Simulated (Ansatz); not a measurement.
`[OH][Mo]([OH])([F])([F])=[S]`, charge 0, multiplicity 1.

Problem. Give a relaxed structure at PBE0-D4/def2-TZVP (the Gaussian-basis code of Ansatz). (Best estimate.)

Solution. Ansatz gave: 
Z-matrix (Å, degrees):
```
Mo
O 1 1.857
F 1 1.838 2 90.8
S 1 2.080 2 106.2 3 105.8
O 1 1.857 2 146.0 3 -92.5
F 1 1.904 2 80.9 3 -150.8
H 2 0.962 1 121.4 3 139.3
H 5 0.962 1 121.4 2 -46.9
```
Point group Cs.
